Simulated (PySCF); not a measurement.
From one molecule to another.

First species: C3H13BGeSi.
Geometry (PBE0-D3(BJ)/def2-SVP, Å), atoms numbered from 1 in this order:
```xyz
19
C3H13BGeSi angstrom
C     -1.9332    1.5412    0.2520
B     -1.5094    0.1220   -0.2611
C     -2.1323   -1.1705    0.3642
Si    -0.0920   -0.0151   -1.7212
C      1.5610    0.6295   -1.0479
Ge     2.1203   -0.2659    0.5980
H     -2.9414    1.5726    0.6966
H     -1.8140    2.3681   -0.4638
H     -1.2297    1.7473    1.0857
H     -2.6133   -1.0258    1.3447
H     -1.4586   -2.0406    0.3974
H     -2.9378   -1.4538   -0.3457
H     -0.4774    0.8000   -2.9247
H      0.1191   -1.4245   -2.1947
H      1.4724    1.7080   -0.8363
H      2.3513    0.5094   -1.8063
H      3.5028    0.2283    1.0674
H      1.0912    0.0255    1.7119
H      2.1796   -1.7915    0.3880
```

Second species: C₆H₉F₃Si₂.
SMILES: `FC(F)(F)CC1=C[SiH2]C=C[SiH2]1`

Levels: CAM-B3LYP/def2-SVPD for dipole moment, HOMO energy, LUMO energy, HOMO–LUMO gap, static isotropic polarisability and electronic spatial extent ⟨r²⟩ about the centre of nuclear charge; TDDFT CAM-B3LYP/def2-SVPD for lowest singlet excitation; TDA CAM-B3LYP/def2-SVPD for lowest triplet excitation (Tamm–Dancoff); PBE0-D3(BJ)/def2-SVP for rotational constant A and rotational constant C. Geometries: PBE0-D3(BJ)/def2-SVP. Each structure is a single optimised conformer of the isolated species, non-relativistic unless stated; the electronic structure was computed with PySCF and density fitting.

Dipoles, sizes and rotational constants follow the conformer. The torsions of the flexible species, by atom-mapped SMILES:
- `[CH3:1][B:2]([CH3:3])[SiH2:4][CH2:5][GeH3:6]`: C1–B2–Si4–C5 65°, B2–Si4–C5–Ge6 55°
- `[F:1][C:2]([F:3])([F:4])[CH2:5][C:6]1=[CH:7][SiH2:8][CH:9]=[CH:10][SiH2:11]1`: F1–C2–C5–C6 -179°, C2–C5–C6–C7 122°

(1) Which of the two has the higher rotational constant A, and by how much?

(2) Which has the higher HOMO energy?

(3) Which of the two has the higher dipole moment, and by how much?

(4) Which of the two has the higher static isotropic polarisability, and by how much?

(5) Which has the higher ⟨r²⟩?

(6) Which has the higher T1 energy?

(7) Which of the two has the higher S1 energy, and by how much?

(8) Which has the higher HOMO–LUMO gap?

Answers

(1) The first: 2.367 GHz against 1.701 GHz, a difference of 0.666 GHz.

(2) The first: -8.74 eV against -9.18 eV, a difference of 0.44 eV.

(3) The second: 2.31 D against 0.80 D, a difference of 1.51 D.

(4) The second: 122.7 au against 111.1 au, a difference of 11.6 au.

(5) The second: 2703 bohr² against 1554 bohr², a difference of 1149 bohr².

(6) The second: 3.97 eV against 3.83 eV, a difference of 0.14 eV.

(7) The second: 5.80 eV against 4.60 eV, a difference of 1.20 eV.

(8) The second: 9.11 eV against 8.56 eV, a difference of 0.55 eV.

On the first: The vertical singlet–triplet gap S1 − T1 is 0.77 eV (TDDFT singlet less Tamm–Dancoff triplet; S1: HOMO→LUMO, weight 0.95; T1: HOMO→LUMO, weight 0.94). The polarisability is 16.47 Å³ as a volume (1 au = 0.148185 Å³), or 1.36 au for each of the 82 electrons. Relativistic effects, spin–orbit coupling among them, are left out although an element past zinc is present.

On the second: In atomic units the dipole is 0.91 e·bohr (1 au = 2.5417 D). The polarisability is 18.18 Å³ as a volume (1 au = 0.148185 Å³), or 1.23 au for each of the 100 electrons.
